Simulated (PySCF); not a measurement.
PySCF input file for Si(F)2(SiH3)2 (F2H6Si3), SMILES [SiH3][Si]([SiH3])(F)F, TDA-PBE/def2-SVPD. Coordinates come from a ωB97X-D3(BJ)/def2-SVP optimisation.

```python
import numpy as np
from pyscf import gto, scf, dft, tdscf

mol = gto.M(
    atom='''
    F    -0.00000000    1.30584424   -1.36694724
    Si    0.00000000    0.00000000   -0.39159680
    F    -0.00000000   -1.30584424   -1.36694725
    Si    1.98332657   -0.00000000    0.83657483
    Si   -1.98332657   -0.00000000    0.83657484
    H     2.01240231   -1.21474108    1.70264333
    H     2.01240232    1.21474107    1.70264334
    H     3.16329120    0.00000000   -0.07363156
    H    -3.16329121    0.00000001   -0.07363156
    H    -2.01240231   -1.21474108    1.70264333
    H    -2.01240232    1.21474108    1.70264333
    ''',
    basis='def2-SVPD',
    charge=0,
    spin=0,
    symmetry=True,
    max_memory=1600,
    verbose=4,
)
mf = dft.RKS(mol, xc='pbe').density_fit(auxbasis='def2-universal-jkfit')
mf.grids.level = 3
mf.conv_tol = 1e-9
mf.max_cycle = 100
mf.kernel()
mf.grids = dft.Grids(mol).set(level=1).build(with_non0tab=True)  # coarser grid for the response kernel
td = tdscf.TDA(mf)
td.singlet = True
td.nstates = 10
td.conv_tol = 1e-4
td.positive_eig_threshold = 1e-6
td.kernel(x0=td.get_init_guess(mf, 15))
td.analyze()
tt = tdscf.TDA(mf)
tt.singlet = False
tt.nstates = 4
tt.conv_tol = 1e-4
tt.positive_eig_threshold = 1e-6
tt.kernel(x0=tt.get_init_guess(mf, 9))
tt.analyze(verbose=3)
```

Program output:

```
PySCF version 2.14.0

[INPUT] verbose = 4
[INPUT] num. atoms = 11
[INPUT] num. electrons = 66
[INPUT] charge = 0
[INPUT] spin (= nelec alpha-beta = 2S) = 0
[INPUT] symmetry True subgroup None
[INPUT] Mole.unit = angstrom
[INPUT] Symbol           X                Y                Z      unit          X                Y                Z       unit  Magmom
[INPUT]  1 F      0.000000000000   1.305844240000  -1.366947240000 AA    0.000000000000   2.467687974941  -2.583155910330 Bohr   0.0
[INPUT]  2 Si     0.000000000000   0.000000000000  -0.391596800000 AA    0.000000000000   0.000000000000  -0.740010703256 Bohr   0.0
[INPUT]  3 F      0.000000000000  -1.305844240000  -1.366947250000 AA    0.000000000000  -2.467687974941  -2.583155929227 Bohr   0.0
[INPUT]  4 Si     1.983326570000   0.000000000000   0.836574830000 AA    3.747944032873   0.000000000000   1.580897311405 Bohr   0.0
[INPUT]  5 Si    -1.983326570000   0.000000000000   0.836574840000 AA   -3.747944032873   0.000000000000   1.580897330302 Bohr   0.0
[INPUT]  6 H      2.012402310000  -1.214741080000   1.702643330000 AA    3.802889218342  -2.295527953458   3.217529581517 Bohr   0.0
[INPUT]  7 H      2.012402320000   1.214741070000   1.702643340000 AA    3.802889237239   2.295527934561   3.217529600415 Bohr   0.0
[INPUT]  8 H      3.163291200000   0.000000000000  -0.073631560000 AA    5.977754020247   0.000000000000  -0.139143482524 Bohr   0.0
[INPUT]  9 H     -3.163291210000   0.000000010000  -0.073631560000 AA   -5.977754039144   0.000000018897  -0.139143482524 Bohr   0.0
[INPUT] 10 H     -2.012402310000  -1.214741080000   1.702643330000 AA   -3.802889218342  -2.295527953458   3.217529581517 Bohr   0.0
[INPUT] 11 H     -2.012402320000   1.214741080000   1.702643330000 AA   -3.802889237239   2.295527953458   3.217529581517 Bohr   0.0

nuclear repulsion = 366.21362269163
point group symmetry = C2v
symmetry origin: [-2.86322151e-10  0.00000000e+00 -5.72644114e-10]
symmetry axis x: [ 1.00000000e+00 -4.71564788e-10 -3.23559910e-09]
symmetry axis y: [-4.71564776e-10 -1.00000000e+00  3.68284742e-09]
symmetry axis z: [-3.23559910e-09 -3.68284729e-09 -1.00000000e+00]
num. orbitals of irrep A1 = 59
num. orbitals of irrep A2 = 26
num. orbitals of irrep B1 = 43
num. orbitals of irrep B2 = 38
number of shells = 72
number of NR pGTOs = 252
number of NR cGTOs = 166
basis = def2-SVPD
ecp = {}


******** <class 'pyscf.df.df_jk.DFSymAdaptedRKS'> ********
method = DFSymAdaptedRKS
initial guess = minao
damping factor = 0
level_shift factor = 0
DIIS = <class 'pyscf.scf.diis.CDIIS'>
diis_start_cycle = 1
diis_space = 8
diis_damp = 0
SCF conv_tol = 1e-09
SCF conv_tol_grad = None
SCF max_cycles = 100
direct_scf = False
XC library pyscf.dft.libxc version 7.1.2
    S. Lehtola, C. Steigemann, M. J. T. Oliveira, and M. A. L. Marques,  SoftwareX 7, 1–5 (2018)
XC functionals = pbe
    J. P. Perdew, K. Burke, and M. Ernzerhof,  Phys. Rev. Lett. 77, 3865 (1996)
    J. P. Perdew, K. Burke, and M. Ernzerhof,  Phys. Rev. Lett. 78, 1396 (1997)
    J. P. Perdew, K. Burke, and M. Ernzerhof,  Phys. Rev. Lett. 77, 3865 (1996)
    J. P. Perdew, K. Burke, and M. Ernzerhof,  Phys. Rev. Lett. 78, 1396 (1997)
radial grids:
    Treutler-Ahlrichs [JCP 102, 346 (1995); DOI:10.1063/1.469408] (M4) radial grids

becke partition: Becke, JCP 88, 2547 (1988); DOI:10.1063/1.454033
pruning grids: <function nwchem_prune>
grids dens level: 3
symmetrized grids: True
atomic radii adjust function: <function treutler_atomic_radii_adjust>
small_rho_cutoff = 0
Freeze 0 electrons in irreps []
    66 free electrons in irreps A1 A2 B1 B2
Set gradient conv threshold to 3.16228e-05
Initial guess from minao.
tot grids = 144912
init E= -1070.79322398059
HOMO (B1) = -0.278428241476131  LUMO (A1) = -0.0853050799854103  gap/eV = 5.25515
cycle= 1 E= -1070.72992665473  delta_E= 0.0633  |g|= 0.69  |ddm|= 3.87
HOMO (B1) = -0.224145308181566  LUMO (A1) = -0.0740038744149172  gap/eV = 4.08556
cycle= 2 E= -1070.32921637803  delta_E= 0.401  |g|= 1.69  |ddm|= 2.01
HOMO (B1) = -0.248380196055728  LUMO (A1) = -0.0620584483129099  gap/eV = 5.07007
cycle= 3 E= -1070.81445049747  delta_E= -0.485  |g|= 0.0576  |ddm|= 1.44
HOMO (B1) = -0.250791620014712  LUMO (A1) = -0.0646674495052815  gap/eV = 5.06470
cycle= 4 E= -1070.81526147867  delta_E= -0.000811  |g|= 0.0392  |ddm|= 0.232
HOMO (B1) = -0.253335189362369  LUMO (A1) = -0.0665664225261726  gap/eV = 5.08224
cycle= 5 E= -1070.81582336294  delta_E= -0.000562  |g|= 0.00666  |ddm|= 0.0919
HOMO (B1) = -0.252269593668686  LUMO (A1) = -0.0656370175049328  gap/eV = 5.07853
cycle= 6 E= -1070.81583532498  delta_E= -1.2e-05  |g|= 0.00156  |ddm|= 0.0124
HOMO (B1) = -0.252452751476486  LUMO (A1) = -0.0657756809940993  gap/eV = 5.07974
cycle= 7 E= -1070.81583607531  delta_E= -7.5e-07  |g|= 0.000358  |ddm|= 0.00302
HOMO (B1) = -0.252441975321554  LUMO (A1) = -0.065769132632572  gap/eV = 5.07963
cycle= 8 E= -1070.81583611207  delta_E= -3.68e-08  |g|= 7.5e-05  |ddm|= 0.000677
HOMO (B1) = -0.25244329831327  LUMO (A1) = -0.0657699660746203  gap/eV = 5.07964
cycle= 9 E= -1070.8158361141  delta_E= -2.04e-09  |g|= 1.44e-05  |ddm|= 0.000163
HOMO (B1) = -0.252445135083179  LUMO (A1) = -0.0657709800947819  gap/eV = 5.07966
cycle= 10 E= -1070.81583611418  delta_E= -7.87e-11  |g|= 3.32e-06  |ddm|= 4.03e-05
HOMO (B1) = -0.252444536895324  LUMO (A1) = -0.0657706376617861  gap/eV = 5.07966
Extra cycle  E= -1070.81583611419  delta_E= -1.36e-12  |g|= 4.85e-06  |ddm|= 1.2e-05
converged SCF energy = -1070.81583611419
tot grids = 44672
Overwritten attributes  positive_eig_threshold  of <class 'pyscf.tdscf.rks.TDA'>


******** <class 'pyscf.tdscf.rks.TDA'> for <class 'pyscf.df.df_jk.DFSymAdaptedRKS'> ********
nstates = 10 singlet
deg_eia_thresh = 1.000e-03
wfnsym = None
conv_tol = 0.0001
eigh lindep = 1e-12
eigh level_shift = 0
eigh max_cycle = 100


Excitation energies (eV)
[5.50922662 5.51916391 6.44349753 6.70028471 6.91333643 7.02781497
 7.08328945 7.18170858 7.21872728 7.29398283]

** Singlet excitation energies and oscillator strengths **
Excited State   1:   B1      5.50923 eV    225.05 nm  f=0.0825
      33 -> 34       -0.68763
Excited State   2:   A2      5.51916 eV    224.64 nm  f=0.0000
      33 -> 35        0.69986
Excited State   3:   B1      6.44350 eV    192.42 nm  f=0.0318
      33 -> 36        0.14592
      33 -> 37        0.68794
Excited State   4:   B1      6.70028 eV    185.04 nm  f=0.3538
      30 -> 34        0.18536
      31 -> 35        0.13423
      33 -> 36        0.64010
      33 -> 37       -0.13433
Excited State   5:   B2      6.91334 eV    179.34 nm  f=0.0004
      32 -> 35       -0.25434
      33 -> 38        0.65292
Excited State   6:   A1      7.02781 eV    176.42 nm  f=0.0091
      32 -> 34        0.28270
      33 -> 39        0.63296
Excited State   7:   A2      7.08329 eV    175.04 nm  f=0.0000
      30 -> 35       -0.27743
      31 -> 34        0.64595
Excited State   8:   B2      7.18171 eV    172.64 nm  f=0.0000
      28 -> 35       -0.10943
      29 -> 34        0.65107
      32 -> 35       -0.24730
Excited State   9:   A1      7.21873 eV    171.75 nm  f=0.0008
      29 -> 35        0.16393
      32 -> 34       -0.59635
      33 -> 39        0.22318
      33 -> 40       -0.23560
Excited State  10:   A2      7.29398 eV    169.98 nm  f=0.0000
      30 -> 35       -0.62555
      31 -> 34       -0.24690
      33 -> 41       -0.18029

** Transition electric dipole moments (AU) **
state          X           Y           Z        Dip. S.      Osc.
  1        -0.7819     -0.0000     -0.0000      0.6113      0.0825
  2         0.0000     -0.0000      0.0000      0.0000      0.0000
  3         0.4490     -0.0000      0.0000      0.2016      0.0318
  4         1.4681      0.0000      0.0000      2.1552      0.3538
  5         0.0000      0.0458      0.0000      0.0021      0.0004
  6        -0.0000      0.0000      0.2297      0.0528      0.0091
  7        -0.0000     -0.0000     -0.0000      0.0000      0.0000
  8         0.0000      0.0125     -0.0000      0.0002      0.0000
  9        -0.0000      0.0000      0.0689      0.0048      0.0008
 10         0.0000     -0.0000      0.0000      0.0000      0.0000

** Transition velocity dipole moments (imaginary part, AU) **
state          X           Y           Z        Dip. S.      Osc.
  1        -0.0498     -0.0000      0.0000      0.0025      0.0082
  2         0.0000     -0.0000     -0.0000      0.0000      0.0000
  3         0.1130      0.0000     -0.0000      0.0128      0.0360
  4         0.2917      0.0000     -0.0000      0.0851      0.2304
  5        -0.0000     -0.0193     -0.0000      0.0004      0.0010
  6        -0.0000      0.0000      0.0458      0.0021      0.0054
  7        -0.0000      0.0000     -0.0000      0.0000      0.0000
  8         0.0000     -0.0030      0.0000      0.0000      0.0000
  9        -0.0000      0.0000      0.0038      0.0000      0.0000
 10         0.0000      0.0000      0.0000      0.0000      0.0000

** Transition magnetic dipole moments (imaginary part, AU) **
state          X           Y           Z
  1         0.0000      0.4674     -0.0000
  2        -0.0000      0.0000     -0.6460
  3        -0.0000      0.2094     -0.0000
  4         0.0000      0.3677     -0.0000
  5        -0.2290      0.0000     -0.0000
  6         0.0000      0.0000      0.0000
  7         0.0000      0.0000      0.2323
  8         0.6275     -0.0000      0.0000
  9         0.0000     -0.0000      0.0000
 10        -0.0000      0.0000     -0.2013


******** <class 'pyscf.tdscf.rks.TDA'> for <class 'pyscf.df.df_jk.DFSymAdaptedRKS'> ********
nstates = 4 triplet
deg_eia_thresh = 1.000e-03
wfnsym = None
conv_tol = 0.0001
eigh lindep = 1e-12
eigh level_shift = 0
eigh max_cycle = 100


Excitation energies (eV)
[4.7186731  4.90078835 6.00684895 6.2459475 ]

** Triplet excitation energies and oscillator strengths **
Excited State   1:   B1      4.71867 eV    262.75 nm  f=0.0000
Excited State   2:   A2      4.90079 eV    252.99 nm  f=0.0000
Excited State   3:   B1      6.00685 eV    206.40 nm  f=0.0000
Excited State   4:   B1      6.24595 eV    198.50 nm  f=0.0000
```

The calculation finished and met its thresholds.
